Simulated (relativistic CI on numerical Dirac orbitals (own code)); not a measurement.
## Radial parameters of W¹⁸⁺

Calculated at this level of theory: Dirac-Coulomb-Breit CI, separate exchange-only KLI orbitals for each configuration, a model potential for QED, unscaled Slater integrals (own radial code, finite nucleus).

Slater integrals F^k, G^k are unscaled and averaged over j, outside the closed core [Ar] 3d10; ζ comes from projecting the Hamiltonian with its Breit term on Σ l·s of the shell.

- 4s²4p⁶4d¹⁰4f¹⁰: F^2(4f,4f) = 198510, F^4(4f,4f) = 127570, F^6(4f,4f) = 92696, ζ(4f) = 5825.5 cm⁻¹; <r>(4f) = 0.511, <r^2>(4f) = 0.3065 (bohr units).
- 4s²4p⁶4d¹⁰4f⁹5s: F^2(4f,4f) = 201300, F^4(4f,4f) = 129480, F^6(4f,4f) = 94125, ζ(4f) = 6009.9, G^3(4f,5s) = 34443 cm⁻¹; <r>(4f) = 0.5051, <r^2>(4f) = 0.2992, <r>(5s) = 0.8915, <r^2>(5s) = 0.8844 (bohr units).
- 4s²4p⁶4d⁹4f¹¹: ζ(4d) = 42617, F^2(4f,4f) = 198430, F^4(4f,4f) = 127520, F^6(4f,4f) = 92654, F^2(4d,4f) = 196690, F^4(4d,4f) = 127740, G^1(4d,4f) = 223410, G^3(4d,4f) = 145810, G^5(4d,4f) = 104710, ζ(4f) = 5787.9 cm⁻¹; <r>(4d) = 0.4912, <r^2>(4d) = 0.2773, <r>(4f) = 0.5112, <r^2>(4f) = 0.3067 (bohr units).

Averages of the first 10 configurations, taken without configuration mixing, which lowers the lowest level and can move excited configurations by several eV; other configurations of the list can lie among them:

| Configuration | Parity | States | Average energy above the lowest level (eV) |
| --- | --- | --- | --- |
| 4s²4p⁶4d¹⁰4f¹⁰ | even | 1001 | 12.9 |
| 4s²4p⁶4d¹⁰4f⁹5s | odd | 4004 | 31.2 |
| 4s²4p⁶4d⁹4f¹¹ | odd | 3640 | 235.5 |
| 4s²4p⁶4d¹⁰4f⁹6s | odd | 4004 | 216.8 |
| 4s²4p⁵4d¹⁰4f¹¹ | even | 2184 | 438.8 |
| 4s4p⁶4d¹⁰4f¹¹ | odd | 728 | 589.7 |
| 4s²4p⁶4d¹⁰4f⁸5s² | even | 3003 | 57.1 |
| 4s²4p⁶4d¹⁰4f⁷5s²6s | odd | 6864 | 279.7 |
| 4p⁶4d¹⁰4f¹² | even | 91 | 1169.0 |
| 4p⁶4d⁹4f¹³ | odd | 140 | 1391.7 |
